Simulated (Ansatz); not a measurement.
`FC1=C[CH]1[GeH3]` from Hartree–Fock to CCSD(T)

Cartesian coordinates in Å:
```
F 2.5322 0.1949 0.8339
C 1.5516 0.2473 -0.0253
C 0.9911 0.8434 -1.0064
C 0.3161 -0.4348 -0.4157
Ge -1.3374 -0.3091 0.6321
H 0.8866 1.6137 -1.7474
H 0.4058 -1.3559 -1.0002
H -1.3073 1.0030 1.4359
H -1.4782 -1.5007 1.5977
H -2.5604 -0.3018 -0.3045
```

The species carries charge 0 and has multiplicity 1. Correlated methods include outer-core shells of Ge, which these sets cover unevenly. Scalar relativity is left out up to krypton. The geometry is a stationary point of PBE0-D4/def2-TZVP. Frozen core, restricted reference, the Gaussian-basis code of Ansatz.

| basis | HF (Eh) | MP2 corr. | CCSD corr. | (T) | CCSD(T) total |
| --- | --- | --- | --- | --- | --- |
| def2-SVP | -2290.75727 | -0.81285 | -0.84287 | -0.02778 | -2291.62792 |
| def2-TZVPP | -2291.27494 | -0.98548 | -1.00956 | -0.04232 | -2292.32682 |
| def2-QZVPP | -2291.32624 | -1.30328 | – | – | – |
